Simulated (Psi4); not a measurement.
CH5BO2S (SMILES COB(O)S), singlet, geometry from GFN2-xTB, atoms displaced at random by about 0.08 Å a coordinate; PBE/STO-3G, gradient in Psi4 1.11.

The Psi4 input:
```
memory 2 GB

molecule mol {
0 1
  B    -0.566762    0.268850    0.124791
  O    -1.714565    0.534768    0.532765
  H    -1.648028    1.083245    1.465235
  O    -0.680505   -0.544832   -0.972735
  C     0.595776   -1.167664   -1.689165
  H     0.526258   -2.390802   -1.470776
  H     0.283688   -0.925372   -2.679493
  H     1.626219   -0.851128   -1.395799
  S     1.054070    0.359298    0.989013
  H     0.603966    1.117507    1.895379
symmetry c1
no_reorient
no_com
}

set basis sto-3g
set reference rks

gradient('pbe')
print_variables()
```

Q: Write the output that Psi4 gives for this input, abridged.

A: 
```
gradient() will perform analytic gradient computation.

   => Loading Basis Set <=

    Name: STO-3G
    Role: ORBITAL
    Keyword: BASIS

         ---------------------------------------------------------
                                   SCF
               by Justin Turney, Rob Parrish, Andy Simmonett
                          and Daniel G. A. Smith
                              RKS Reference
         ---------------------------------------------------------

  ==> Geometry <==

    Molecular point group: c1
    Full point group: C1

    Geometry (in Angstrom), charge = 0, multiplicity = 1:

       Center              X                  Y                   Z               Mass
    ------------   -----------------  -----------------  -----------------  -----------------
         B           -0.566762000000     0.268850000000     0.124791000000    11.009305360000
         O           -1.714565000000     0.534768000000     0.532765000000    15.994914619570
         H           -1.648028000000     1.083245000000     1.465235000000     1.007825032230
         O           -0.680505000000    -0.544832000000    -0.972735000000    15.994914619570
         C            0.595776000000    -1.167664000000    -1.689165000000    12.000000000000
         H            0.526258000000    -2.390802000000    -1.470776000000     1.007825032230
         H            0.283688000000    -0.925372000000    -2.679493000000     1.007825032230
         H            1.626219000000    -0.851128000000    -1.395799000000     1.007825032230
         S            1.054070000000     0.359298000000     0.989013000000    31.972071174400
         H            0.603966000000     1.117507000000     1.895379000000     1.007825032230

  Running in c1 symmetry.

  Rotational constants: A =      0.15640  B =      0.11937  C =      0.06892 [cm^-1]
  Rotational constants: A =   4688.75915  B =   3578.73151  C =   2066.14895 [MHz]
  Nuclear repulsion =  216.065967716930572

  Charge       = 0
  Multiplicity = 1
  Electrons    = 48
  Nalpha       = 24
  Nbeta        = 24

  ==> Algorithm <==

  SCF Algorithm Type is DF.
  DIIS enabled.
  MOM disabled.
  Fractional occupation disabled.
  Guess Type is SAD.
  Energy threshold   = 1.00e-08
  Density threshold  = 1.00e-08
  Integral threshold = 1.00e-12

  ==> Primary Basis <==

  Basis Set: STO-3G
    Blend: STO-3G
    Number of shells: 22
    Number of basis functions: 34
    Number of Cartesian functions: 34
    Spherical Harmonics?: true
    Max angular momentum: 1

  ==> DFT Potential <==

   => LibXC <=

    Version 7.1.2
    S. Lehtola, C. Steigemann, M. J. T. Oliveira, and M. A. L. Marques,  SoftwareX 7, 1–5 (2018) (10.1016/j.softx.2017.11.002)

   => Composite Functional: PBE <=

    PBE GGA Exchange-Correlation Functional

    J.P. Perdew et. al., Phys. Rev. Lett., 77(18), 3865-3868, 1996

    Deriv               =              1
    GGA                 =           TRUE
    Meta                =          FALSE

    Exchange Hybrid     =          FALSE
    MP2 Hybrid          =          FALSE

   => Exchange Functionals <=

    1.0000     XC_GGA_X_PBE

   => Correlation Functionals <=

    1.0000     XC_GGA_C_PBE

   => LibXC Density Thresholds  <==

    XC_GGA_C_PBE:  1.00E-12
    XC_GGA_X_PBE:  1.00E-15

   => Molecular Quadrature <=

    Radial Scheme          =       TREUTLER
    Pruning Scheme         =           NONE
    Nuclear Scheme         =       TREUTLER

    Blocking Scheme        =         OCTREE
    BS radius alpha        =              1
    Pruning alpha          =              1
    Radial Points          =             75
    Spherical Points       =            302
    Total Points           =         211864
    Total Blocks           =           1634
    Max Points             =            256
    Max Functions          =             32
    Weights Tolerance      =       1.00E-15

   => Loading Basis Set <=

    Name: (STO-3G AUX)
    Role: JKFIT
    Keyword: DF_BASIS_SCF

  ==> Integral Setup <==

[...]
  @DF-RKS Final Energy:  -606.93242195935545
    Total Energy =                       -606.9324219593554517
[...]
         H           -1.648028000000     1.083245000000     1.465235000000     1.007825032230
         O           -0.680505000000    -0.544832000000    -0.972735000000    15.994914619570
         C            0.595776000000    -1.167664000000    -1.689165000000    12.000000000000
         H            0.526258000000    -2.390802000000    -1.470776000000     1.007825032230
         H            0.283688000000    -0.925372000000    -2.679493000000     1.007825032230
         H            1.626219000000    -0.851128000000    -1.395799000000     1.007825032230
         S            1.054070000000     0.359298000000     0.989013000000    31.972071174400
         H            0.603966000000     1.117507000000     1.895379000000     1.007825032230

  Nuclear repulsion =  216.065967716930572

  ==> Basis Set <==

  Basis Set: STO-3G
    Blend: STO-3G
    Number of shells: 22
    Number of basis functions: 34
    Number of Cartesian functions: 34
    Spherical Harmonics?: true
    Max angular momentum: 1

  ==> DFJKGrad: Density-Fitted SCF Gradients <==

    Gradient:                    1
    J tasked:                  Yes
    K tasked:                   No
    wK tasked:                  No
    Integrals threads:           1
    Schwarz Cutoff:          1E-12
    Fitting Condition:       1E-10

   => Auxiliary Basis Set <=

  Basis Set: (STO-3G AUX)
    Blend: DEF2-UNIVERSAL-JKFIT
    Number of shells: 168
    Number of basis functions: 522
    Number of Cartesian functions: 619
    Spherical Harmonics?: true
    Max angular momentum: 4

  ==> DFT Potential <==

   => LibXC <=

    Version 7.1.2
    S. Lehtola, C. Steigemann, M. J. T. Oliveira, and M. A. L. Marques,  SoftwareX 7, 1–5 (2018) (10.1016/j.softx.2017.11.002)

   => Composite Functional: PBE <=

    PBE GGA Exchange-Correlation Functional

    J.P. Perdew et. al., Phys. Rev. Lett., 77(18), 3865-3868, 1996

    Deriv               =              1
    GGA                 =           TRUE
    Meta                =          FALSE

    Exchange Hybrid     =          FALSE
    MP2 Hybrid          =          FALSE

   => Exchange Functionals <=

    1.0000     XC_GGA_X_PBE

   => Correlation Functionals <=

    1.0000     XC_GGA_C_PBE

   => LibXC Density Thresholds  <==

    XC_GGA_C_PBE:  1.00E-12
    XC_GGA_X_PBE:  1.00E-15

   => Molecular Quadrature <=

    Radial Scheme          =       TREUTLER
    Pruning Scheme         =           NONE
    Nuclear Scheme         =       TREUTLER

    Blocking Scheme        =         OCTREE
    BS radius alpha        =              1
    Pruning alpha          =              1
    Radial Points          =             75
    Spherical Points       =            302
    Total Points           =         211864
    Total Blocks           =           1634
    Max Points             =            256
    Max Functions          =             32
    Weights Tolerance      =       1.00E-15

  -Total Gradient:
     Atom            X                  Y                   Z
    ------   -----------------  -----------------  -----------------
       1       -0.183319051387     0.063418971908     0.040591086242
       2        0.164659233460    -0.088030230653    -0.120435530726
       3        0.011127139854     0.022851161954     0.042478715916
       4       -0.047049505394     0.037408669264     0.054453511189
       5        0.055758975184     0.053578229767    -0.073373855468
       6       -0.003167968736    -0.066968827275     0.016174462619
       7       -0.008788631155     0.000224822860     0.043684022900
       8        0.007392595261    -0.010307260423    -0.000891088832
       9       -0.021266475795     0.035491015660     0.056125881573
      10        0.024488656058    -0.047617116778    -0.058720926028

  Variable Map:
  ----------------------------------------------------------------------------
[...]
  Array Variable Map:
  ----------------------------------------------------------------------------
[...]
[...]
```
